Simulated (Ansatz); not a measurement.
Abridged output of a molecular run in Ansatz:

```
Functional definition: HF
1426 factors; integrals over basis functions are off by at most 9.5e-4 eV
mean field evaluation 1: about -68505.3662 eV, gradient 4.8e1 eV
mean field evaluation 2: about -68505.5774 eV, gradient 4.9e1 eV
mean field evaluation 4: about -68510.0537 eV, gradient 3.3e0 eV
mean field evaluation 8: about -68510.1148 eV, gradient 1.8e-1 eV
mean field -68510.11487777 eV, -2517.7002839344 hartree, gradient 2.8e-6 eV, S^2 0.000000; 0 other end points of the search recorded, 0 dependent functions left out
16 core orbitals not correlated: weight in the atoms' cores, before any rotation towards them, 1.000 or more for the frozen orbitals, at most 0.000 for the correlated occupied ones
reference -68510.11487777 eV, -2517.7002839344 hartree; 18, 18 occupied and 202, 202 virtual orbitals, 1426 factors
second order -23.62945823 eV of doubles, -0.00000000 eV of singles
cycle   1  -23.67261530 eV  change   -4.3e-2 eV  update   1.1e-1
cycle   2  -24.33229310 eV  change   -6.6e-1 eV  update   3.2e-2
cycle   3  -24.44595654 eV  change   -1.1e-1 eV  update   1.6e-2
cycle   4  -24.42881123 eV  change    1.7e-2 eV  update   3.6e-3
cycle   5  -24.42825301 eV  change    5.6e-4 eV  update   1.7e-3
cycle   6  -24.42863345 eV  change   -3.8e-4 eV  update   4.3e-4
cycle   7  -24.42830475 eV  change    3.3e-4 eV  update   1.7e-4
cycle   8  -24.42827231 eV  change    3.2e-5 eV  update   5.4e-5
cycle   9  -24.42829062 eV  change   -1.8e-5 eV  update   2.2e-5
perturbative correction -0.83996388 eV, -0.0308681033 hartree
Total energy: -68535.38313227 eV, -2518.6288751597 hartree
```

Its atoms:

```xyz
10

O    -1.251    0.061   -1.489
Si   -0.057    0.562   -0.468
O     1.381    0.518   -1.255
Ge    0.203   -0.908    1.381
H    -2.072    0.554   -1.478
H    -0.400    1.951   -0.034
H     1.446    0.986   -2.090
H     1.325   -0.432    2.319
H    -1.102   -0.956    2.198
H     0.528   -2.336    0.915
```

Which basis set was used?
A. def2-SVPD
B. def2-QZVPP
C. def2-TZVPP
D. def2-SVP

C. It gives 236 functions.

Write the keys of the input that set method, charge and spin (a neutral closed shell needs none for the last two).


```yaml
correlation: {method: ccsd_t}
```
